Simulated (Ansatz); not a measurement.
Ansatz results at the PBE0-D4/def2-TZVP geometry: LUMO energy (ωB97M-V/def2-TZVPP) 1.32 eV; HOMO–LUMO gap (PBE0/def2-TZVPP) 6.95 eV; size of the dipole moment (ωB97M-V/def2-TZVPP) 1.75 D.

Each molecule was computed in one conformer, which needn't be the lowest.

(1) Which molecule gave them?
A. `N[SiH2][SiH](O)O`
B. `BC(C)F`
C. `N[SiH](O)[SiH2]O`
D. `[SiH3]B1C[SiH2]O1`

## Answers

(1) A. The others give `BC(C)F`: 0.20, 6.95, 1.82; `[SiH3]B1C[SiH2]O1`: 0.98, 6.43, 1.95; `N[SiH](O)[SiH2]O`: 1.53, 7.34, 3.67.
